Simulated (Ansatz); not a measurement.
Species: BHSCl2, charge 0, singlet. BHSCl2 (dichloroborinothioic acid, SMILES SB(Cl)Cl).
B3LYP-D3(BJ)/def2-TZVP minimum from Ansatz (a quantum-chemistry and plane-wave program):
```xyz
5

B      0.0036    -0.0064     0.0095
Cl     1.6328    -0.6318    -0.1772
Cl    -0.8980    -0.3549     1.4749
S     -0.6654     0.9744    -1.3335
H     -1.8618     1.2171    -0.7719
```

Quantity: atomisation energy (electronic, to ground-state atoms), in kcal/mol. Radicals and triplets start from unrestricted determinants; spin-orbit coupling is neglected. CBS(X,Y): correlation extrapolated as X^-3, Hartree-Fock from the larger set (Q,5: extrapolated as (X+1)exp(-9√X)). A bracket is a step between two methods taken in the basis named. The functionals are non-relativistic, so their misses hold any scalar relativity. Double hybrids freeze cores in their MP2 part. '+ core + X2C': CCSD(T) terms for core correlation (cc-pwCVTZ, 1s frozen past Ne) and scalar relativity (cc-pVTZ-DK). Where a partner has so few electrons that a lower coupled-cluster level is exact, that level stands in.

CCSD(T)/CBS(cc-pV(Q+d)Z,cc-pV(5+d)Z) + [CCSDT(Q) - CCSD(T)]/cc-pV(D+d)Z + core + X2C (Ansatz) gives 400.8 kcal/mol.

Q: How far off this value is PBE/def2-TZVPD (Ansatz), in which direction, and which of these levels come nearer: PBE0/def2-TZVPD, B2PLYP/def2-TZVPD, CCSD(T)/CBS(cc-pV(Q+d)Z,cc-pV(5+d)Z) + core + X2C?

A: PBE gives 410.5 kcal/mol, 9.7 kcal/mol above it. Differences of the others: PBE0/def2-TZVPD (Ansatz) 2.3; B2PLYP/def2-TZVPD (Ansatz) -8.8; CCSD(T)/CBS(cc-pV(Q+d)Z,cc-pV(5+d)Z) + core + X2C (Ansatz) -0.5 kcal/mol. Nearer than PBE: PBE0/def2-TZVPD, B2PLYP/def2-TZVPD, CCSD(T)/CBS(cc-pV(Q+d)Z,cc-pV(5+d)Z) + core + X2C.
